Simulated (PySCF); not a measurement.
difluoro(fluorosilyl)silane (F3H3Si2), SMILES F[SiH2][SiH](F)F. Atoms are numbered in the order given.

```xyz
8

Si     1.3839    -0.1047    -0.2639
F      2.0924     0.5843     1.0365
Si    -0.8979    -0.2592     0.1846
F     -1.5679    -1.0650    -1.0552
F     -1.5379     1.2300     0.1953
H      1.6304     0.7433    -1.4599
H      1.9729    -1.4563    -0.4633
H     -1.2873    -0.9364     1.4440
```
Charge 0, spin multiplicity 1.

Geometry optimised at ωB97X-D3(BJ)/def2-SVP. The values are those of a single conformer.

Method: PySCF with PBE0/pcSseg-1.

GIAO shieldings, no solvent; atoms listed in one row are averaged. δ = σ(ref) − σ: ²⁹Si against TMS (σ = 352.7 ppm); ¹⁹F against CFCl3 (σ = 167.2 ppm); ¹H against TMS (σ = 31.56 ppm), references at their B3LYP-D3(BJ)/def2-TZVP geometries, non-relativistic.

```json
[
 {"nucleus": "²⁹Si", "atoms": "Si3", "count": "1", "δ (ppm)": "7.9"},
 {"nucleus": "²⁹Si", "atoms": "Si1", "count": "1", "δ (ppm)": "-3.1"},
 {"nucleus": "¹⁹F", "atoms": "F4", "count": "1", "δ (ppm)": "-163.5"},
 {"nucleus": "¹⁹F", "atoms": "F5", "count": "1", "δ (ppm)": "-166.3"},
 {"nucleus": "¹⁹F", "atoms": "F2", "count": "1", "δ (ppm)": "-270.5"},
 {"nucleus": "¹H", "atoms": "H8", "count": "1", "δ (ppm)": "5.82"},
 {"nucleus": "¹H", "atoms": "H6", "count": "1", "δ (ppm)": "5.66"},
 {"nucleus": "¹H", "atoms": "H7", "count": "1", "δ (ppm)": "5.50"}
]
```
